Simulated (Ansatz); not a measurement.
`[F][Hf]([F])([Br])[Br]` and `[F][Zr]([F])([Br])[Br]` differ in one element.

Ansatz, PBE0-D4/def2-TZVP geometries, multiplicity 1. 

Elements past krypton have def2 core potentials. Scalar relativity is left out up to krypton.

```csv
property,`[F][Hf]([F])([Br])[Br]`
LUMO energy (PBE0/def2-TZVPP) / eV,-1.87
HOMO–LUMO gap (B3LYP/def2-TZVPP) / eV,6.72
size of the dipole moment (PBE/def2-TZVPP) / D,0.11
LUMO energy (B3LYP/def2-TZVPP) / eV,-2.07
LUMO energy (PBE/def2-TZVPP) / eV,-2.64
HOMO–LUMO gap (PBE0/def2-TZVPP) / eV,7.19
```

(1) What does the change do to each property? (Estimate.)

Answers

(1) Ansatz gave: 
```
                                      property  `[F][Zr]([F])([Br])[Br]`  shift
            LUMO energy (PBE0/def2-TZVPP) / eV                     -2.39  -0.52
         HOMO–LUMO gap (B3LYP/def2-TZVPP) / eV                      6.18  -0.54
size of the dipole moment (PBE/def2-TZVPP) / D                      0.00  -0.11
           LUMO energy (B3LYP/def2-TZVPP) / eV                     -2.58  -0.51
             LUMO energy (PBE/def2-TZVPP) / eV                     -3.13  -0.49
          HOMO–LUMO gap (PBE0/def2-TZVPP) / eV                      6.65  -0.54
```

B3LYP here is the variant with VWN-RPA as its local correlation; programs differ in this.

Spin–orbit coupling is left out; it splits and shifts lone-pair levels of the heavy atoms by tenths of an eV.
